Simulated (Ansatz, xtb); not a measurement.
C5H4FNS: which of two isomers lies lower

We compare I, `Fc1ncccc1S`, a singlet, with II, `Fc1ccc(S)cn1`, a singlet. Both are isolated molecules in the gas phase, relaxed with B3LYP-D3(BJ)/def2-SVP; the shapes shown needn't be the lowest conformers.

I (Å):

```xyz
12

C    -0.8176    0.4212    0.7798
C    -0.5201   -1.7099    1.5099
C     0.3968   -1.9783    0.4944
C     0.7028   -0.9640   -0.4168
C     0.0880    0.2871   -0.2911
F    -1.4329    1.6025    0.9422
N    -1.1130   -0.5165    1.6379
S     0.4564    1.5905   -1.4309
H    -0.7897   -2.4741    2.2456
H     0.8656   -2.9606    0.4134
H     1.4166   -1.1382   -1.2254
H    -0.3662    2.4998   -0.8661
```

II (Å):

```yaml
atoms:
  - { symbol: C, position_ang: [-1.0149, 0.9225, -0.3248] }
  - { symbol: C, position_ang: [-0.4032, -0.0964, -1.0600] }
  - { symbol: C, position_ang: [0.2695, -1.0834, -0.3463] }
  - { symbol: C, position_ang: [0.3057, -1.0166, 1.0566] }
  - { symbol: C, position_ang: [-0.3514, 0.0624, 1.6694] }
  - { symbol: F, position_ang: [-1.6679, 1.8836, -0.9822] }
  - { symbol: N, position_ang: [-0.9959, 1.0077, 0.9836] }
  - { symbol: S, position_ang: [1.1260, -2.2057, 2.0901] }
  - { symbol: H, position_ang: [-0.4594, -0.1045, -2.1492] }
  - { symbol: H, position_ang: [0.7627, -1.8997, -0.8791] }
  - { symbol: H, position_ang: [1.5736, -2.9939, 1.0882] }
  - { symbol: H, position_ang: [-0.3524, 0.1597, 2.7608] }
```

Energies in hartree; the thermal terms are from GFN2-xTB frequencies at re-optimised GFN2-xTB minima (ideal gas, soft modes damped towards free rotors, one conformer each, 298.15 K, 1 atm) and include the zero-point energy:

|  | I | II |
| --- | --- | --- |
| E, CCSD(T)/def2-SVP | −743.887360 | −743.885027 |
| E, MP2/def2-SVP | −743.801578 | −743.799057 |
| E, MP2/def2-TZVPP | −744.619612 | −744.617493 |
| zero-point energy | 0.076448 | 0.076179 |
| H(298 K) − E | 0.084389 | 0.084186 |
| G(298 K) − E | 0.044889 | 0.044510 |

**Question.** Correct the CCSD(T) difference for the basis set by the MP2 change, then work out ΔE, ΔE₀, ΔH and ΔG for I → II in kcal/mol (1 Eh = 627.51 kcal/mol) and the equilibrium ratio [II]/[I].

**Answer.** 1. Differences II − I: CCSD(T) +0.002333, MP2 in the small set +0.002521, MP2 in the large set +0.002119 Eh.
2. ΔE = +0.002333 + (+0.002119 − (+0.002521)) = +0.001931 Eh = +1.21 kcal/mol.
3. ΔE₀ = ΔE + ΔZPE = +0.001931 + (−0.000269) Eh = +1.04 kcal/mol.
4. ΔH = ΔE + (−0.000203) Eh = +1.08 kcal/mol.
5. ΔG = ΔE + (−0.000379) Eh = +0.97 kcal/mol, so ΔS = (ΔH − ΔG)/T = +1.5 J/(mol K).
6. kT = 0.9442 mEh, so K = [II]/[I] = exp(−ΔG/kT) = exp(−1.64) ≈ 0.19.

The two are too close for this level to say which is favoured. An error of 1 kcal/mol in ΔG would change K by a factor of 5.4. Mirror images and further conformers aren't counted.

As drawn, both hold the same kinds of bond in the same numbers.

Other levels gave ΔE = +0.1 (GFN2-xTB); +0.9 (HF/STO-3G, GFN2-xTB geometries); +2.1 (r2SCAN-D4/def2-SVP, GFN2-xTB geometries); +1.7 (B3LYP-D3(BJ)/def2-SVP); +0.9 (HF/def2-SVP); +1.6 (MP2/def2-SVP); +1.5 (CCSD(T)/def2-SVP) kcal/mol. The correlated steps freeze 12 core orbitals. Programs: Ansatz 0.2.0, xtb 6.7.1.
